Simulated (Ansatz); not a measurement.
Gas-phase electronic energies from Ansatz, PBE0-D4/def2-TZVP geometries. CBS: MP2 limit from def2 TZ/QZ plus the TZ coupled-cluster correction, frozen cores. This one scheme is used for every species. Functionals use def2-TZVPP. B3LYP here is the variant with VWN-RPA as its local correlation; programs differ in this. For Ge outer-core shells are correlated without core-valence functions, which leaves a few kJ/mol of doubt a bond. Scalar relativity is left out up to krypton. Each species was taken in one conformer, which may not be the lowest.

Consider the ligand exchange at a Ge–O bond: `[OH][GeH2][CH2]Cl` + H–F → `[F][GeH2][CH2]Cl` + H₂O.

| level | ΔE (kJ/mol) | difference from CCSD(T)/CBS |
| --- | --- | --- |
| PBE-D4 | -29.1 | -3.3 |
| r2SCAN-D4 | -30.9 | -5.1 |
| PBE0-D4 | -28.1 | -2.3 |
| B3LYP-D4 | -31.6 | -5.8 |
| ωB97X-V | -31.6 | -5.8 |
| ωB97M-V | -30.5 | -4.7 |
| B2PLYP | -31.1 | -5.3 |
| PBE | -31.5 | -5.7 |
| r2SCAN | -31.5 | -5.7 |
| PBE0 | -30.2 | -4.4 |
| B3LYP | -35.5 | -9.7 |
| HF/def2-TZVPP | -37.6 | -11.8 |
| MP2/def2-TZVPP | -22.6 | 3.2 |
| SCS-MP2/def2-TZVPP | -26.4 | -0.6 |
| CCSD/def2-TZVPP | -26.8 | -1.0 |
| CCSD(T)/def2-TZVPP | -25.0 | 0.8 |
| HF/def2-QZVPP | -39.5 | -13.7 |
| MP2/def2-QZVPP | -23.7 | 2.1 |
| SCS-MP2/def2-QZVPP | -27.6 | -1.8 |
| HF/CBS(def2) | -39.8 | -14.0 |
| MP2/CBS(def2) | -23.4 | 2.4 |
| CCSD/CBS(def2) | -27.6 | -1.8 |
| CCSD(T)/CBS | -25.8 | 0 |

Largest T1 diagnostic among the species: 0.011.

In def2-TZVPP, CCSD(T) changes the Hartree–Fock value by +12.6 kJ/mol (the triples alone add +1.8 kJ/mol) and MP2 by +15.0 kJ/mol. The D4 term adds +3.9 kJ/mol with B3LYP and +2.1 kJ/mol with PBE0; it sums over pairs of atoms, weighted by their polarisabilities, and B3LYP, whose exchange is more repulsive, gets the larger term.
